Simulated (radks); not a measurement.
Isoelectronic series with 19 electrons, all held in the configuration [Ar] 4s1, which need not be the ground one along the series. Calculated with a radial shooting solver on a logarithmic mesh with Libxc functionals: Dirac Kohn-Sham, PBE, spin-unpolarised, spherical densities, point nucleus. Total energies (hartree) and mean radii <r> (bohr):

ion	E (hartree)	4s1/2	3p3/2	3p1/2
K	-602.08996	5.007	1.438	1.429
Cr5+	-1043.24675	2.015	0.8793	0.8729
Cu10+	-1612.79014	1.369	0.6425	0.6362
Se15+	-2312.58982	1.047	0.5077	0.5012
Ru25+	-4114.16123	0.7139	0.3582	0.3506
In30+	-5223.24652	0.6152	0.3120	0.3039
Xe35+	-6477.35806	0.5396	0.2763	0.2674
